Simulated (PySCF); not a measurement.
## Exercise with solution: oscillator strength and radiative lifetime

C2H3AlFNO, SMILES [CH3][Al]([F])[N]=C=O.

Geometry optimised at r2SCAN-D4/def2-SVP. The structure was generated by enumeration; whether it is a known compound was not checked. One conformer was computed; it need not be the lowest.

TDA-PBE/def2-SVPD (PySCF 2.14.0) puts the first singlet state with f over 0.02 at 6.33 eV (vertical), with the transition dipole (-0.642, 0.353, -0.184) in atomic units.

Task: Find the oscillator strength, the wavelength and the radiative lifetime that this transition would have in vacuum if emission retraced absorption.

Result: 
|μ|² = 0.5706 au, so |μ| = 1.92 D. ΔE = 6.33/27.211 = 0.2326 hartree. f = (2/3) ΔE |μ|² = 0.088 (the program prints 0.089).
λ = 1239.84/6.33 = 196 nm; ν = 51055 cm⁻¹.
Einstein's coefficient A = 0.6670 ν² f s⁻¹ (ν in cm⁻¹) = 1.5e8 s⁻¹, so τ = 1/A = 6.5 ns. This state is S4; the lower singlets have f = 0.002, 0.019, 0.012. The figure is the radiative limit of this one transition; relaxation, internal conversion, crossing to triplets and a medium change what is measured.
